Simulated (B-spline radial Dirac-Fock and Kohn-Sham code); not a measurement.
**Core and valence levels of Sc¹⁶⁺**

System: the Sc¹⁶⁺ ion, [He] 2s2 2p1; nuclear rms radius 3.5459 fm (A = 45).

Model: ΔSCF Dirac-Fock with Breit, self-energy and vacuum polarisation, finite nucleus, configuration average. Program: an atomic code on a B-spline grid. Correlation energy is missing from these numbers. Energies are counted from the vacuum level.

All terms are in eV, carry their sign (relaxation lowers the binding energy) and add up to the binding energy; ⟨r⟩ is the mean radius of the orbital in the initial state.

```
subshell  −ε (Koopmans)  relaxation  Breit  self-energy  vacuum polarisation  binding energy  ⟨r⟩ (bohr)
       K         5348.4       -7.10  -3.56        -1.89                 0.14          5336.0       0.072
      L1         1131.7       -0.59  -0.31        -0.21                 0.02          1130.6       0.311
    L2,3         1091.9       -0.68  -0.34         0.02                 0.00          1090.9       0.268
```

For the deepest level, K (1s), the Breit terms make up -0.067 % of the binding energy, QED -0.033 % and orbital relaxation -0.133 %.

Going to the tabulated ground configuration of the next ion removes an electron from L2,3 (2p), computed at 1090.9 eV. NIST lists 1093.5 ± 0.4 eV as the ionisation energy of this species (semi-empirical), +2.55 eV from the computed value. Where a p, d or f shell is open in either ion the computed value averages over both j values and all terms, while the table refers to the lowest levels; that difference holds spin-orbit splitting (largest in heavy or highly charged ions), term energies where several electrons share open shells, and correlation, and it can reach 10 % or more.
